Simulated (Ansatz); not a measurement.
Cost and result for the atomization energy of AuHS (`[SH][Au]`) (3 atoms, 2 bonds).

Total charge 0; spin multiplicity 1. Correlated methods include outer-core shells of Au, which these sets cover unevenly. Au: def2 effective core potential. The structure was optimised at the PBE0-D4/def2-TZVP level. Program: Ansatz. Hardware: A = 2 threads of a server CPU on a shared host; B = 2 threads of an AMD EPYC 7R13 on a shared host and a share of an NVIDIA H100 80 GB. Times are those of one run each, without the atoms' runs, and a repeat can differ threefold. Electronic energies, without spin–orbit coupling; frozen cores. CCSD(T)/CBS adds CCSD(T) − MP2 in def2-TZVPP to the MP2 limit, and its time is that of the two runs behind it. T1 = 0.025. With those shells the extrapolation isn't a true limit. B3LYP takes the VWN-RPA correlation (the form of Gaussian; ORCA's B3LYP/G).

CCSD(T)/CBS is a level of theory with its own doubt, some kJ/mol a heavy atom from the limit and from the frozen cores, so smaller differences don't rank the functionals.

| level | functions | wall time | atomization (kJ/mol) | difference from CCSD(T)/CBS | per bond |
| --- | --- | --- | --- | --- | --- |
| LDA (SPW92)/def2-TZVPP [A] | 112 | 1.1 s | 755.3 | 117.9 | 58.9 |
| BHLYP-D4/def2-TZVPP [A] | 112 | 1.7 s | 573.3 | -64.1 | -32.1 |
| PBE-D4/def2-TZVPP (with forces) [A] | 112 | 1.7 s | 642.9 | 5.5 | 2.8 |
| PBE0-D4/def2-TZVPP [A] | 112 | 1.8 s | 614.7 | -22.7 | -11.4 |
| BLYP-D4/def2-TZVPP [A] | 112 | 1.9 s | 619.3 | -18.1 | -9.0 |
| B3LYP-D4/def2-TZVPP (with forces) [A] | 112 | 2 s | 608.3 | -29.1 | -14.6 |
| CCSD(T)/def2-SVP [A] | 55 | 2.4 s | 547.5 | -89.9 | -45.0 |
| r2SCANh-D4/def2-TZVPP [A] | 112 | 2.9 s | 625.3 | -12.1 | -6.1 |
| PBE-QIDH/def2-TZVPP [A] | 112 | 3.6 s | 607.3 | -30.1 | -15.1 |
| CCSD(T)/def2-QZVPP [B] | 188 | 4.1 s | 622.3 | -15.1 | -7.6 |
| B97M-V/def2-TZVPP [A] | 112 | 4.1 s | 627.4 | -10.0 | -5.0 |
| CCSD(T)/def2-TZVPP [A] | 112 | 9 s | 600.0 | -37.4 | -18.7 |
| CCSD(T)/CBS(def2) | – | 13 s | 637.4 | 0.0 | 0.0 |

From r2SCAN to r2SCAN0 (25 % exact exchange), in def2-TZVPP and without D4, the atomization energy moves by −27.2 kJ/mol: exact exchange takes away binding that semilocal exchange gives to molecules. At CCSD(T), def2-SVP lies −89.9 kJ/mol from the extrapolated value and def2-TZVPP −37.4 kJ/mol: correlation converges slowly with the basis, and small sets miss more of it in the bonded molecule than in its fragments. The D4 term adds +9.5 kJ/mol with B3LYP and +4.7 kJ/mol with PBE0; it sums over pairs of atoms, weighted by their polarisabilities, and B3LYP, whose exchange is more repulsive, gets the larger term.
